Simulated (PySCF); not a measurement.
MgHI, SMILES [MgH][I].

Geometry optimised at B3LYP-D3(BJ)/def2-TZVP. The def2 effective core potentials stand for the cores of I; spin–orbit coupling is left out.

The numbers are results of ωB97X/def2-TZVPD (PySCF), not measurements.

The molecule is in vacuum.

| Property | Value |
|---|---|
| total energy | -498.48180 hartree |
| point group | C∞v |
| highest occupied level | -9.73 eV |
| lowest empty level | 0.53 eV |
| orbital gap | 10.26 eV |
| dipole moment | 1.34 D |
| quadrupole, principal values (traceless, Buckingham form, about the centre of nuclear charge) | -7.64, 3.82, 3.82 D·Å |
| mean static polarisability | 65.9 bohr³ (9.76 Å³) |
| polarisability, principal values | 58.6, 58.6, 80.3 bohr³ |
